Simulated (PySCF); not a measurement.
Cu(2+) (copper, charge +2) across methods

[Ar] 3d9, 2D determinant. Computed with PySCF 2.14 in aug-cc-pwCVTZ-DK, with the spin-free X2C one-electron Hamiltonian (Gaussian nucleus).

```
   method  E (hartree)  mean ε 3p β (eV)  mean ε 3d α (eV)  mean ε 3d β (eV)  Σ⟨r²⟩ (bohr²)   ⟨S²⟩
     PBE0    -1653.497           -101.93           -32.926           -31.742          15.41  0.751
     BP86    -1653.991           -96.967           -30.213           -29.191          15.56  0.750
     PW91    -1653.884           -96.992           -30.251           -29.210          15.61  0.750
   r2SCAN    -1653.698           -98.851           -30.374           -29.231          15.42  0.751
BHandHLYP    -1653.704           -106.94           -35.769           -34.489          15.32  0.751
      PBE    -1653.481           -96.894           -30.142           -29.087          15.61  0.750
      UHF  -1652.27823           -115.97           -40.507           -38.855          15.04  0.751
```

(1) Estimate the same row for LDA.

Results:

(1) E (hartree) = -1650.823; mean ε 3p β (eV) = -96.931; mean ε 3d α (eV) = -30.492; mean ε 3d β (eV) = -29.392; Σ⟨r²⟩ (bohr²) = 15.61; ⟨S²⟩ = 0.750.
